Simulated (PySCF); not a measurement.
# How methods differ on the ionisation energy of Ag³⁴⁺

Ag³⁴⁺ [Ne] 3s2 3p1 (2P) → Ag³⁵⁺ [Ne] 3s2 (1S), as a difference of total energies. All numbers are calculated (PySCF 2.14, scalar relativity by spin-free X2C-1e, in an even-tempered Gaussian basis (18 s from 5 bohr⁻², ratio 2.5; 12 p from 6.5 bohr⁻², ratio 2.5; 5 d from 27 bohr⁻², ratio 2.7; 4 f from 41 bohr⁻², ratio 2.7)). Correlated levels: outer shells: 1s2 frozen; virtual orbitals above 40 to 60 times the deepest correlated orbital energy dropped. The calculations carry no spin-orbit coupling.

```csv
method,ionisation energy (eV)
UHF,2121.8
LDA,2123.6
PBE,2124.3
PBE0,2124.0
r2SCAN,2123.9
r2SCAN0,2123.7
MP2 (outer shells),2122.4
```

Q: Estimate what SCS-MP2 (outer shells) gives.

A: 2122.2 eV, closest to MP2 (outer shells) among the rows shown.

Q: Estimate what BHandHLYP gives.

A: 2124.1 eV, closest to PBE0 among the rows shown.

A first-order spin-orbit estimate (lowest level to lowest level, LS coupling) adds 27.652 eV.

Breit and QED terms and the two-electron picture change are absent.

For comparison: 2131 ± 10 eV (semi-empirical (NIST evaluation); NIST Atomic Spectra Database, ionization energies).
